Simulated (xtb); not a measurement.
xtb input:

```bash
xtb mol.xyz --gfn 1 --sp --chrg 0 --uhf 0
```
mol.xyz:
```
13

C      2.14239087     0.56729001    -0.24049058
O      0.72290300     0.61347633    -0.33698237
B     -0.04441719    -0.36565449     0.21950200
O      0.54239437    -1.41385558     0.88319583
O     -1.40632058    -0.31314999     0.12195903
C     -2.04456216     0.76074673    -0.55979216
H      2.53152706     1.44504821    -0.75377564
H      2.53791348    -0.33374501    -0.71296479
H      2.46479941     0.58471111     0.80223822
H     -0.10914838    -2.03265009     1.22684526
H     -1.80842600     1.71799101    -0.09104087
H     -3.11804496     0.58728000    -0.50644296
H     -1.73532115     0.79965077    -1.60605271
```

Which total energy does the run end on?

-23.65003 Eh (GFN1-xTB).
